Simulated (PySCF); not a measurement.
**Electron correlation in N⁺ (nitrogen, charge +1)**

[He] 2s2 2p2, high-spin 3P determinant. Computed with PySCF 2.14 in x2c-QZVPPall with one added diffuse shell each of s, p, d, f type (8s5p4d3f1g, 73 functions), with scalar relativity by spin-free X2C-1e. Frozen: 1s2; 4 electrons correlated.

| level | correlation energy (mhartree) |
| --- | --- |
| CCSD | -97.00 |
| (T) | -1.82 |
| CCSD(T) | -98.82 |

Diagnostics: T1 = 0.0066, D1 = 0.0132, largest double amplitude 0.117.

Question: Is a single reference adequate?

Answer: Mostly. T1 lies below 0.03, but a double amplitude of this size points to a near-degeneracy that CCSD handles and MP2 describes poorly.
